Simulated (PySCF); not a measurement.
Electron correlation in Ar²⁺ (argon, charge +2)

[Ne] 3s2 3p4, high-spin 3P determinant. All numbers are calculated (PySCF 2.14, the spin-free X2C one-electron Hamiltonian (Gaussian nucleus), in cc-pVTZ-DK). Frozen: [Ne]; 6 electrons correlated.

MP2 pair energies summed by pair of shells (mhartree):

| pair | energy | share (%) |
| --- | --- | --- |
| 3p-3p | -61.22 | 47.1 |
| 3s-3p | -59.10 | 45.5 |
| 3s-3s | -9.64 | 7.4 |

Total MP2 correlation energy: -129.96 mhartree.

Same-spin part -29.80 and opposite-spin part -100.16 mhartree; SCS-MP2 scales them by 1/3 and 6/5 to -130.13 mhartree.

| level | correlation energy (mhartree) |
| --- | --- |
| CCSD | -155.00 |
| (T) | -3.85 |
| CCSD(T) | -158.85 |

Diagnostics: T1 = 0.0074, D1 = 0.0239, largest double amplitude 0.053.

Cost of the coupled-cluster step: 0.34 s of wall time on 1 thread of Neoverse-V1 (shared host), for 6 correlated electrons.

Iterations:

```
CC2 = 0
CCSD nocc = (np.int64(4), np.int64(2)), nmo = (29, 29)
frozen orbitals [[0, 1, 2, 3, 4], [0, 1, 2, 3, 4]]
max_cycle = 100
direct = 0
conv_tol = 1e-08
conv_tol_normt = 1e-06
diis_space = 8
diis_start_cycle = 0
Init t2, MP2 energy = -0.129958004448431
Init E_corr(UCCSD) = -0.129958004452001
cycle = 1  E_corr(UCCSD) = -0.14927577664442  dE = -0.0193177722  norm(t1,t2) = 0.0376054
cycle = 2  E_corr(UCCSD) = -0.153307659952138  dE = -0.00403188331  norm(t1,t2) = 0.0118134
cycle = 3  E_corr(UCCSD) = -0.155047073044903  dE = -0.00173941309  norm(t1,t2) = 0.00451087
cycle = 4  E_corr(UCCSD) = -0.15499471204437  dE = 5.23610005e-05  norm(t1,t2) = 0.000472572
cycle = 5  E_corr(UCCSD) = -0.154996802231999  dE = -2.09018763e-06  norm(t1,t2) = 5.94624e-05
cycle = 6  E_corr(UCCSD) = -0.154996769789766  dE = 3.24422329e-08  norm(t1,t2) = 8.77649e-06
cycle = 7  E_corr(UCCSD) = -0.154996915508684  dE = -1.45718918e-07  norm(t1,t2) = 1.15404e-06
cycle = 8  E_corr(UCCSD) = -0.154996877262815  dE = 3.82458692e-08  norm(t1,t2) = 2.48763e-07
cycle = 9  E_corr(UCCSD) = -0.154996879768992  dE = -2.50617743e-09  norm(t1,t2) = 4.52185e-08
UCCSD converged
E(UCCSD) = -527.2727205654245  E_corr = -0.154996879768992
UCCSD(T) correction = -0.00385034250327498
```
